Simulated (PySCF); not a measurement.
## Bond length, frequency and bond energy of ZrSe by level of theory

State: ³Δ (triplet), unpaired electrons σ ↑, δ ↑. Set-up: basis Zr def2-TZVPP with ECP28, Se def2-TZVPP; scalar-relativistic core potentials; PySCF 2.14. De refers to Zr (4d2 5s2) + Se in their high-spin ground configurations, without counterpoise correction. The functionals are run spin-unrestricted. A positive dipole means Zr(−)Se(+).

```
       Level  Re (Å)  ωe (cm⁻¹)  De (eV)  μ (D)  CPU s a point (SCF and correlation, without the integrals)
        ROHF   2.347        380      n/a  -7.44                                                         2.1
    ROHF-MP2   2.310        384      n/a    n/a                                                         4.1
ROHF-SCS-MP2   2.321        380      n/a    n/a                                                         n/a
         PBE   2.335        358      n/a  -4.94                                                         4.6
      revPBE   2.342        354      n/a  -5.00                                                         2.1
        BLYP   2.357        347      n/a  -4.93                                                         1.6
        TPSS   2.338        360      n/a  -5.37                                                         5.8
      r²SCAN   2.329        367      n/a  -5.55                                                         5.2
        PBE0   2.319        374      n/a  -5.65                                                         5.6
     r²SCAN0   2.317        378      n/a  -6.01                                                         5.2
       ωB97X   2.315        381      n/a  -6.31                                                         7.6
```

(1) What does a quarter of exact exchange do here, going from PBE to PBE0?

(2) What does the step from GGA to meta-GGA do here, going from PBE to r²SCAN?

(3) What does a quarter of exact exchange do here, going from r²SCAN to r²SCAN0?

Correlated steps freeze 9 core orbitals. De is left out where the level can put another filling of the metal’s s and d shells below the measured ground configuration, by anything from nothing to about 1 eV. These are scalar-relativistic numbers at best; spin–orbit coupling would shift them, the dissociation energy most. With d or f electrons several states lie close, and the lowest PBE0 determinant need not be the measured ground state.

The whole job (state search and all levels along the bond) took about 9.1 min on 2 threads of Intel Xeon Platinum 8259CL @ 2.50GHz (shared host), peak memory 3.3 GiB.

## Answers

(1) PBE0 less PBE: -1.6 pm in Re, +4.5 % in ωe. Exact exchange removes part of the self-interaction that spreads semilocal densities, and in most molecules shortens and stiffens the bond and lowers De; so it does here.

(2) r²SCAN less PBE: -0.6 pm in Re, +2.5 % in ωe. 

(3) r²SCAN0 less r²SCAN: -1.2 pm in Re, +3.0 % in ωe. Exact exchange removes part of the self-interaction that spreads semilocal densities, and in most molecules shortens and stiffens the bond and lowers De; so it does here.
